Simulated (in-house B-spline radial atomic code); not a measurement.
Whole-atom quantities along the 53-electron series, configuration [Kr] 4d10 4f5 5s2. Breit and QED terms are first order and not part of the total energy; the density at the nucleus is averaged over the nuclear charge. Computed with a B-spline radial code for spherical atoms: Dirac-Hartree-Fock, average of the configuration, finite nuclei.

```tsv
ion	Z	E/Z² (Eh)	Σ<r²> (bohr²)	n(0)/Z³ (bohr⁻³)	Lamb diamagnetic shielding (ppm)	repulsion over attraction	Breit energy (eV)	self-energy (eV)	vacuum polarisation (eV)	Dirac less non-relativistic energy (Eh)
Eu10+	63	-2.726	15.78	2.175	7390.39	0.139	263.09	208.63	-32.149	-423.27
Gd11+	64	-2.7443	14.635	2.2471	7555.53	0.13742	277.72	221.08	-34.553	-453.94
Tb12+	65	-2.7623	13.633	2.3395	7721.93	0.13582	292.93	234.1	-37.122	-486.41
```
